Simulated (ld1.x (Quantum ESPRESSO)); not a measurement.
**Plane-wave convergence, RRKJ potential for platinum (Pt)**

Pt, norm-conserving RRKJ (Kleinman–Bylander form), made with ld1.x (Quantum ESPRESSO) 7.5 (PW91, scalar-relativistic). Core [Kr] 4d10 4f14, reference 5s2 5p6 5d9 6s0.75 6p0.25. Waves: 5s (bound): rc 1.40 bohr; 5p (bound): rc 1.85 bohr; 5d (bound): rc 2.30 bohr. Local part: all-electron potential smoothed inside 2.25 bohr (lloc = -1). Core correction: a·sin(br)/r model core inside 1.22 bohr. rho0 = 0.02.

Occupied shells without a wave of their own: 6p, 6s. They enter only through the test configuration that unscreens the potential, and ld1.x also counts them in the model core charge.

The pseudo-atom Hamiltonian at the reference potential is diagonalised in spherical Bessel functions j_l(qr) that vanish at 20 bohr, with q² up to the cutoff. All-electron valence levels (Ry): 5s -7.5336, 6s -0.4524, 5p -4.1655, 6p -0.0887, 5d -0.4968.

**Question.** How do the lowest levels (Ry) of each channel move with the cutoff, and are there ghosts?

**Answer.**

```csv
cutoff (Ry),s #1,s #2,p #1,p #2,p #3,d #1,d #2,f #1,Σ f·Δε (mRy)
8,-6.6548,-0.3782,-2.7534,-0.0474,0.0502,0.0027,0.0587,0.0887,14777.6
12,-6.7443,-0.4211,-3.5852,-0.0662,0.0379,-0.1845,0.0385,0.0887,7886.4
15,-6.7483,-0.4270,-3.9349,-0.0760,0.0333,-0.2995,0.0369,0.0887,4738.3
21,-6.8923,-0.4286,-4.1213,-0.0817,0.0309,-0.4682,0.0358,0.0887,1810.9
25,-7.0033,-0.4290,-4.1570,-0.0829,0.0305,-0.4881,0.0357,0.0887,1195.1
35,-7.3415,-0.4319,-4.1654,-0.0832,0.0304,-0.4969,0.0356,0.0887,386.7
45,-7.4887,-0.4334,-4.1654,-0.0832,0.0304,-0.4970,0.0356,0.0887,90.5
50,-7.5204,-0.4338,-4.1654,-0.0832,0.0304,-0.4970,0.0356,0.0887,26.6
60,-7.5322,-0.4339,-4.1654,-0.0832,0.0304,-0.4970,0.0356,0.0887,3.0
70,-7.5333,-0.4339,-4.1654,-0.0832,0.0304,-0.4970,0.0356,0.0887,0.6
90,-7.5335,-0.4339,-4.1654,-0.0832,0.0304,-0.4970,0.0356,0.0887,0.3
400,-7.5336,-0.4339,-4.1655,-0.0832,0.0304,-0.4970,0.0356,0.0887,0.0
```

Result: no extra level below or beside the all-electron valence levels (s, p, d, f tested); 10 mRy is reached at 55 Ry and 1 mRy at 70 Ry.

ld1.x takes every shell without a wave as core, so the model core holds the 6p, 6s electrons as well and exchange and correlation see them twice. This cancels in the reference configuration, but the file is broken for other ones, and its errors say nothing about a proper core correction. 1 of 7 tests not solved or not reliable.
